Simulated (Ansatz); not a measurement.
A structure drawn as `O=C[SiH2]Br`, with this starting geometry:

```xyz
7

O    -0.424   -0.597    1.958
C    -0.232   -0.827    0.820
Si    0.176    0.561   -0.326
Br    0.299   -0.187   -2.436
H    -0.331   -1.842    0.394
H     1.446    1.267   -0.010
H    -0.936    1.625   -0.399
```

The species carries charge 0 and has multiplicity 1.

Q: Does it keep its bonds when Ansatz relaxes it at PBE-D4/def2-SVP and then PBE0-D4/def2-TZVP?

A: Yes, every drawn bond is still there and no new one forms.

Q: Give the relaxed structure. (An estimate is asked.)

A: Ansatz gave: 
Z-matrix (Å, degrees):
```
Si
C 1 1.926
Br 1 2.218 2 109.2
H 1 1.480 2 108.8 3 119.4
H 1 1.480 2 108.8 3 -119.3
O 2 1.203 1 118.8 3 -179.0
H 2 1.114 1 120.6 3 1.1
```
All modes are real.

Atoms count as bonded under 1.1 times the sum of their covalent radii (H–H under 0.85 Å, pairs among N, O and F under 1.55 Å), and a drawn bond as lost past 1.3 times.
